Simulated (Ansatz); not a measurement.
Coupled-cluster run, C3H9NOSi (`C=C[SiH](N)OC`).

```yaml
crystal:
  periodic: [false, false, false]
  atoms:
    - {symbol: C, position_ang: [1.245506, -0.978807, 1.605060]}
    - {symbol: C, position_ang: [1.278825, 0.205067, 0.998169]}
    - {symbol: Si, position_ang: [-0.236087, 0.999597, 0.269505]}
    - {symbol: N, position_ang: [0.261119, 1.775152, -1.169858]}
    - {symbol: O, position_ang: [-1.422429, -0.132384, 0.104505]}
    - {symbol: C, position_ang: [-1.398773, -1.153718, -0.861720]}
    - {symbol: H, position_ang: [2.128646, -1.433861, 2.045744]}
    - {symbol: H, position_ang: [0.320677, -1.542556, 1.693918]}
    - {symbol: H, position_ang: [2.232170, 0.730255, 0.949708]}
    - {symbol: H, position_ang: [-0.857675, 2.011570, 1.154728]}
    - {symbol: H, position_ang: [-0.327099, 2.424480, -1.664081]}
    - {symbol: H, position_ang: [0.987411, 1.401580, -1.756682]}
    - {symbol: H, position_ang: [-0.564291, -1.846584, -0.702583]}
    - {symbol: H, position_ang: [-2.332281, -1.715562, -0.791355]}
    - {symbol: H, position_ang: [-1.315720, -0.744229, -1.875046]}
basis:
  gaussian: {orbitals: def2-TZVPP}
correlation: {method: ccsd_t}
```

```sh
$ ansatz run in.yaml --threads 2 --pin off --events-out ev --progress --plain --max-ram 32768MiB --backend cuda --devices 0, --max-vram 18GiB
```

The program prints (abridged):

```
Functional definition: HF
1895 factors; integrals over basis functions are off by at most 1.1e-3 eV
mean field evaluation 1: about -14613.9002 eV, gradient 4.9e1 eV
mean field evaluation 2: about -14614.2378 eV, gradient 5.0e1 eV
mean field evaluation 4: about -14619.5552 eV, gradient 4.9e0 eV
mean field evaluation 8: about -14619.6313 eV, gradient 2.7e-1 eV
mean field -14619.63149175 eV, -537.2615477799 hartree, gradient 2.0e-6 eV, S^2 0.000000; 0 other end points of the search recorded, 0 dependent functions left out
10 core orbitals not correlated: weight in the atoms' cores, before any rotation towards them, 1.000 or more for the frozen orbitals, at most 0.000 for the correlated occupied ones
reference -14619.63149175 eV, -537.2615477799 hartree; 18, 18 occupied and 295, 295 virtual orbitals, 1895 factors
second order -29.09145822 eV of doubles, -0.00000000 eV of singles
cycle   1  -29.62872596 eV  change   -5.4e-1 eV  update   1.1e-1
cycle   2  -30.33093635 eV  change   -7.0e-1 eV  update   3.3e-2
cycle   3  -30.47967077 eV  change   -1.5e-1 eV  update   1.6e-2
cycle   4  -30.46866768 eV  change    1.1e-2 eV  update   4.1e-3
cycle   5  -30.46867783 eV  change   -1.0e-5 eV  update   1.8e-3
cycle   6  -30.46948822 eV  change   -8.1e-4 eV  update   4.6e-4
cycle   7  -30.46928058 eV  change    2.1e-4 eV  update   1.8e-4
cycle   8  -30.46921623 eV  change    6.4e-5 eV  update   5.7e-5
cycle   9  -30.46923481 eV  change   -1.9e-5 eV  update   2.3e-5
perturbative correction -1.22342997 eV, -0.0449602220 hartree
Total energy: -14651.32415653 eV, -538.4262317282 hartree
```

It took 30 s on 2 threads of an AMD EPYC 7R13 on a shared host and a share of an NVIDIA H100 80 GB, with 0.84 GiB of host memory at the peak.

Correlation energy per correlated electron: -0.880 eV. T1 diagnostic: 0.0111.
